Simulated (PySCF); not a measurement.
```xyz
6

B      1.8602    -0.0151     0.0056
C      0.5159     0.0577     0.0428
B     -0.8491     0.1218     0.0956
O     -2.1615     0.2151     0.1000
H      3.0304    -0.0788    -0.0259
H     -2.6467    -0.2270     0.8044
```

Charge 0, multiplicity 1.

Task: Give the Mulliken and meta-Löwdin atomic charges from r2SCAN-D4/def2-TZVP in PySCF.

Result: 
| atom | Mulliken (e) | meta-Löwdin (e) |
|---|---|---|
| B1 | -0.18 | 0.04 |
| C2 | 0.13 | -0.40 |
| B3 | -0.01 | 0.37 |
| O4 | -0.36 | -0.45 |
| H5 | 0.07 | 0.05 |
| H6 | 0.36 | 0.39 |
